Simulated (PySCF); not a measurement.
Species: C₆H₆B₂F₂.
Z-matrix (Å and degrees, PBE0-D3(BJ)/def2-SVP geometry), rows numbered from 1:
```
B 
C   1  1.5455
C   2  1.4098  1  121.12
C   3  1.3897  2  121.16  1   179.92
C   4  1.4048  3  120.38  2     0.09
B   5  1.5536  4  120.54  3  -179.90
F   6  1.3211  5  121.57  4     0.84
F   6  1.3211  5  121.34  4  -179.26
C   5  1.4048  4  119.04  3     0.05
C   9  1.3896  5  120.33  4    -0.16
H   1  1.2094  2  120.19  3     0.22
H   1  1.2093  2  120.19  3  -179.75
H   3  1.0933  2  118.98  1    -0.05
H   4  1.0930  3  120.18  2  -179.94
H   9  1.0929  5  119.45  4   179.98
H  10  1.0933  2  118.97  1    -0.05
```

Computed with PySCF at wB97X-D/def2-SVPD, non-relativistic, on one gas-phase PBE0-D3(BJ)/def2-SVP geometry that isn't relaxed in the solvent. The solvent is an IEF-PCM continuum (cavity from Bondi-type radii × 1.2). The model holds no explicit solvent molecules, cavitation or dispersion.

Gas phase at wB97X-D/def2-SVPD: HOMO -9.64 eV, LUMO -0.97 eV, dipole 0.87 D.

Problem. What does the continuum do to the energy, the frontier levels and the dipole at wB97X-D/def2-SVPD in acetone and water?

Solution. 
| solvent | ε | E(solvent) − E(gas) (kcal/mol) | polarisation term (kcal/mol) | distortion of the solute (kcal/mol) | HOMO (eV) | LUMO (eV) | dipole (D) |
| --- | --- | --- | --- | --- | --- | --- | --- |
| acetone | 20.49 | -2.55 | -2.78 | 0.23 | -9.48 | -0.84 | 0.96 |
| water | 78.36 | -2.71 | -2.97 | 0.26 | -9.47 | -0.84 | 0.96 |

The first energy column is the sum of the next two and covers electrostatics alone. From acetone to water the lowering changes by a factor 1.06, Onsager's factor (ε − 1)/(2ε + 1) by 1.06 and ε itself by 3.8.

Problem. How does the static polarisability (wB97X-D/def2-SVPD, frozen core, with the continuum's full static response) change?

Solution. 
| medium | isotropic (au) | principal values (au) | ⟨r²⟩ of the electrons (bohr²) |
| --- | --- | --- | --- |
| gas | 98.5 | 57.9, 99.5, 138.3 | 1650.3 |
| acetone | 133.7 | 78.3, 140.9, 182.0 | 1650.7 |
| water | 136.5 | 80.4, 144.2, 184.8 | 1650.7 |

The isotropic value in water is 1.39 times the gas-phase one; no cavity-field correction is applied. ⟨r²⟩ is taken about the centre of nuclear charge.

wB97X-D is run here without its empirical dispersion term; that term would change no orbital, density or response property at a fixed geometry.
